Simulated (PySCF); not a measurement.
## From computed data to an observable: chemical shift, span and skew from a shielding tensor

Al(Me)(F)2 (CH₃AlF₂), SMILES [Al]([F])([F])[CH3]. Atoms are numbered in the order given.

```xyz
7

Al     0.0497     0.0435     0.0003
C     -1.4815    -1.1332    -0.0383
H     -1.2742    -2.0135    -0.6695
H     -2.3790    -0.6313    -0.4308
H     -1.7075    -1.5098     0.9732
F     -0.0049     1.6045    -0.5645
F      1.5165    -0.4502     0.6037
```
Charge 0, spin multiplicity 1.

Geometry optimised at B3LYP-D3(BJ)/def2-SVP. The isomer is the one that the SMILES or the coordinates give; other isomers of the formula were not compared.

GIAO shieldings from B3LYP/pcSseg-1 in PySCF, non-relativistic, no solvent. The symmetric part of the tensor of F6 has the principal values 228.3, 303.6, 437.2 ppm. The same nucleus in CFCl3 has σ = 161.7 ppm at this level (PySCF, at its B3LYP-D3(BJ)/def2-TZVP geometry).

Work out the isotropic shielding, the ¹⁹F shift against CFCl3, the span and the skew.


σ(iso) = (σ11 + σ22 + σ33)/3 = 323.0 ppm. δ = σ(ref) − σ(iso) = 161.7 − (323.0) = -161.3 ppm.
Span Ω = σ33 − σ11 = 208.9 ppm. Skew κ = 3(σ(iso) − σ22)/Ω = 0.28. Tumbling in solution averages the tensor to δ; in a static solid the shielding alone would spread this spin-1/2 line over Ω.
